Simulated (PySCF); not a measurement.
Species: C₃H₈OSiTe.
Geometry (PBE0-D3(BJ)/def2-SVP, Å), atoms numbered from 1 in this order:
```
atom  x, y, z in Å
O1     0.9369    1.8412    1.7269
Si2    1.1526    0.4391    0.8523
Te3    2.2129    1.1533   -1.3223
C4    -0.4530   -0.4519    0.5617
C5    -0.7727   -1.2690   -0.6651
C6    -1.4656    0.0320   -0.4526
H7     0.2430    2.4248    1.4029
H8     2.0915   -0.3744    1.6678
H9     1.9935   -0.3361   -2.0337
H10   -0.8779   -0.8390    1.4973
H11   -1.3384   -2.1924   -0.5166
H12   -0.0278   -1.3260   -1.4643
H13   -2.5191    0.0220   -0.1604
H14   -1.1814    0.8670   -1.1020
```

Method used: PBE0-D3(BJ)/def2-SVP geometry optimisation, gas phase, def2 core potentials past Kr in PySCF.

Q: Which atoms are bound to Te3, and at what distances?

A: 2 atoms: H9 1.665 Å, Si2 2.523 Å. The nearest atom not counted as bound is H12, at 3.34 Å.

Q: What is the shape at Te3?

A: Bent: angle 93.4°.

Q: What are the other bond lengths?

A: O1–Si2 1.666 Å; Si2–C4 1.859 Å; C4–C5 1.508 Å; C5–C6 1.489 Å; C4–C6 1.513 Å; O1–H7 0.963 Å; Si2–H8 1.486 Å; C4–H10 1.098 Å; C5–H11 1.093 Å; C5–H12 1.094 Å; C6–H13 1.093 Å; C6–H14 1.095 Å.

Q: Give some angles away from the centre.

A: O1–Si2–Te3 105.6°, O1–Si2–C4 111.9°, Te3–Si2–C4 111.3°, Si2–C4–C5 124.7°, Si2–C4–C6 122.0°, C5–C4–C6 59.1°, C4–C5–C6 60.6°, C4–C6–C5 60.3°.

Q: What are the rotational constants (commonest isotopes, rigid rotor)?

A: A = 2283, B = 960.7, C = 751.7 MHz: an asymmetric top.

Point group: C1 (no symmetry element, even within 0.4 Å). Charge 0, singlet. Stationary, but not proved a minimum.

The run took 4.1 min of wall time on an Arm Neoverse V1 with one thread, shared host with 32 logical CPUs at a one-minute load of 31, and the process peaked at 0.63 GiB of memory. This is the geometry optimisation.

One conformer stands for the species.
